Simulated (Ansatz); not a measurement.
`N[Si@H]1O[C@H]1Cl`, relaxed with RKS PBE0-D4/def2-TZVP in Ansatz from a PBE-D4/def2-SVP geometry. The force threshold is 0.005 eV/Å; the program also tests the step.

Charge 0, multiplicity 1.

Start:

```xyz
9

N     0.440   -0.734    1.389
Si   -0.647    0.064    0.341
O    -0.214    1.504   -0.521
C    -0.137    0.362   -1.387
Cl    1.557   -0.119   -1.863
H     1.399   -0.891    1.068
H     0.360   -0.698    2.407
H    -2.032    0.069    0.886
H    -0.725    0.442   -2.320
```

By how much does the energy fall, and how many steps does the optimiser take? (Estimate.)

Computed: 2.50 kcal/mol, in 12 steps, 1 of them rejected.

Which bonds change most? (An estimate is asked.)

Computed: Si2–O3 from 1.733 to 1.665 Å; C4–Cl5 from 1.825 to 1.778 Å; N1–Si2 from 1.708 to 1.679 Å; Si2–C4 from 1.826 to 1.802 Å.

Give the relaxed structure. (Estimate.)

Ansatz gave: 
```xyz
9

N     0.474   -0.622    1.416
Si   -0.580    0.100    0.327
O    -0.145    1.468   -0.517
C    -0.147    0.326   -1.409
Cl    1.475   -0.142   -1.966
H     1.453   -0.758    1.223
H     0.201   -0.893    2.344
H    -1.952    0.062    0.863
H    -0.779    0.459   -2.280
```
